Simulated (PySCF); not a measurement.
All values below come from ωB97X-D3(BJ)/def2-TZVP // PBE0-D3(BJ)/def2-TZVP in PySCF. Isolated molecules, 0 K electronic values unless said otherwise. Excitations are Tamm–Dancoff values on a coarser integration grid. The basis has no diffuse functions, so Rydberg states are missing or too high.

Reference species (SMILES): `C=BN` (neutral, multiplicity 1).

```
Quantity                  Result
----------------------  --------
S1 excitation (TDA)      4.92 eV
HOMO                    -8.37 eV
dipole moment             3.02 D
S1 oscillator strength     0.000
```

After one change: the S1 excitation (TDA) increases by 1.77 eV; the HOMO drops by 1.86 eV; the dipole moment falls by 2.73 D; the S1 oscillator strength hardly moves.

Name the change that produced these shifts. The new species is one of these.
A) `CB=N`
B) `B=NC`
C) `BN=C`

B, `B=NC`
